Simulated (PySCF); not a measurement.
## Diatomics of Be with the third period

r²SCAN with double-zeta basis sets in PySCF, for the lowest determinant that a PBE0 search found; no spin–orbit coupling. De refers to high-spin ground-configuration atoms. A positive dipole means M(−)Be(+).

```json
{"M": "Na", "basis": "aug-cc-pVDZ", "state (unpaired electrons)": "doublet (σ ↑)", "Re (Å)": "2.911", "ωe (cm⁻¹)": "217", "De (eV)": "0.45", "μ (D)": "-2.84"}
{"M": "Mg", "basis": "def2-SVPD", "state (unpaired electrons)": "singlet (closed shell)", "Re (Å)": "2.994", "ωe (cm⁻¹)": "196", "De (eV)": "0.24", "μ (D)": "-0.69"}
{"M": "Al", "basis": "6-31G(d,p)", "state (unpaired electrons)": "doublet (π ↑)", "Re (Å)": "2.413", "ωe (cm⁻¹)": "411", "De (eV)": "0.91", "μ (D)": "0.72"}
{"M": "Si", "basis": "def2-SVPD", "state (unpaired electrons)": "triplet (π ↑↑)", "Re (Å)": "2.105", "ωe (cm⁻¹)": "616", "De (eV)": "1.85", "μ (D)": "2.09"}
{"M": "P", "basis": "pcseg-1", "state (unpaired electrons)": "quartet (σ ↑, π ↑↑)", "Re (Å)": "2.086", "ωe (cm⁻¹)": "603", "De (eV)": "1.58", "μ (D)": "0.68"}
{"M": "S", "basis": "def2-SVP", "state (unpaired electrons)": "singlet (closed shell)", "Re (Å)": "1.760", "ωe (cm⁻¹)": "995", "De (eV)": "3.66", "μ (D)": "5.11"}
{"M": "Cl", "basis": "def2-SVP", "state (unpaired electrons)": "doublet (σ ↑)", "Re (Å)": "1.845", "ωe (cm⁻¹)": "803", "De (eV)": "4.40", "μ (D)": "0.92"}
```

The shortest bond is that of BeS (1.760 Å), the longest that of MgBe (2.994 Å). BeCl is bound most strongly (4.40 eV) and MgBe least (0.24 eV).

The rows differ in basis set, which adds steps of its own.

The state changes along the series, so neighbouring rows are not always alike in their bonding.

Closed-shell solutions of metal pairs were not tested for spin polarisation, which can lower them a little. Weak bonds: MgBe, NaBe. Basis-set superposition, not corrected here, can be much of De in a small basis, most of all at correlated wavefunction levels. Functionals without a dispersion term scatter widely for such bonds, and LDA overbinds them. States were picked by a PBE0 search and need not be the measured ground states.
